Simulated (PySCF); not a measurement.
A PySCF script (with the pyscf-properties extension) for the NMR shieldings of SMILES [AlH3-][S@@+](C)CO[SiH3], C$_{2}$H$_{11}$AlOSSi, on a GFN2-xTB geometry:

```python
import basis_set_exchange as bse
import numpy as np
from pyscf import gto, dft
from pyscf.prop import nmr

atoms = """
C    -0.563737   -1.650695    0.531210
S    -0.654491    0.042632    1.167335
Al   -2.729999    0.437239   -0.092920
C     0.295666    0.935465   -0.125481
O     1.537441    0.415478   -0.308138
Si    2.804536    0.404395    0.731977
H    -0.585053   -2.318420    1.386859
H     0.374500   -1.757354   -0.005958
H    -1.416316   -1.849382   -0.123359
H    -2.665052    1.993631    0.097024
H    -2.267882   -0.137904   -1.487797
H    -3.573890   -0.512249    0.819365
H    -0.269567    0.872569   -1.063970
H     0.318789    1.971951    0.225631
H     3.143975    1.773424    1.117716
H     3.758390   -0.234699   -0.158130
H     2.485692   -0.374050    1.928189
"""
names = dict.fromkeys(["C", "S", "Al", "O", "Si", "H"], "pcSseg-1")
basis = {el: gto.basis.parse(bse.get_basis(n, elements=[el], fmt="nwchem")) for el, n in names.items()}
mol = gto.M(atom=atoms, basis=basis, charge=0, verbose=0)
mf = dft.RKS(mol, xc="PBE0")
mf.grids.level = 2
mf.grids.alignment = dft.numint.BLKSIZE   # the property module wants whole blocks of grid points
mf.conv_tol = 1e-9
mf.kernel()

calc = nmr.RKS(mf)   # GIAO
C = mf.mo_coeff
Co = C[:, mf.mo_occ > 0]
resp = mf.gen_response(singlet=True, hermi=2)
def vind(x):   # induced exchange potential for any number of trial vectors
    d = np.einsum("pi,xij,qj->xpq", C, 2 * x.reshape(-1, C.shape[1], Co.shape[1]), Co, optimize=True)
    return np.einsum("xpq,pi,qj->xij", resp(d - d.transpose(0, 2, 1)), C, Co, optimize=True).ravel()
mo1, _ = nmr.rhf.solve_mo1(calc, with_cphf=vind)
sigma = calc.kernel(mo1)
for i, s in enumerate(sigma):   # ppm
    print("%2d %-2s %9.2f" % (i, mol.atom_pure_symbol(i), np.trace(s) / 3))
```

Question: Give the expected output.

Answer: 
```
 0 C     168.46
 1 S     583.29
 2 Al    407.56
 3 C     108.82
 4 O     312.66
 5 Si    386.10
 6 H      29.55
 7 H      29.15
 8 H      28.76
 9 H      27.49
10 H      27.71
11 H      27.35
12 H      26.13
13 H      26.77
14 H      26.93
15 H      26.96
16 H      26.72
```

These numbers come from an equivalent density-fitted implementation of the same equations, which agrees with the script to about 0.01 ppm for H and up to a few tenths of a ppm for heavy atoms, so last digits may differ.

Size and cost of the density-fitted run: 178 basis functions, 67 s wall time on 1 thread of an Intel Xeon, shared host; peak memory 0.82 GiB.
